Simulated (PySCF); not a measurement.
## Ionisation energy of B⁺ by level of theory

B⁺ [He] 2s2 (1S) → B²⁺ [He] 2s1 (2S), as a difference of total energies. Computed with PySCF 2.14 in cc-pVDZ-DK (3s2p1d, 14 functions), with scalar relativity by spin-free X2C-1e. Correlated levels: valence: 1s2 frozen. The calculations carry no spin-orbit coupling.

| method | ionisation energy (eV) |
| --- | --- |
| UHF | 23.494 |
| BP86 | 24.737 |
| LDA | 24.581 |
| MP2 (valence) | 24.378 |
| SCS-MP2 (valence) | 24.555 |
| CCSD (valence) | 25.086 |

Errors of the correlated levels include the incompleteness of this basis and the frozen core.

With two correlated electrons CCSD is exact in that space.

The coupled-cluster amplitudes are large for B⁺ (T1 above 0.03 or a double amplitude above 0.15), so a single reference is strained.

Question: Which method comes closest to the reference value, and which is furthest?

Answer: The reference is 25.155 eV (measured; NIST Atomic Spectra Database, ionization energies). Closest: CCSD (valence) (error -0.069 eV); furthest: UHF (error -1.661 eV).
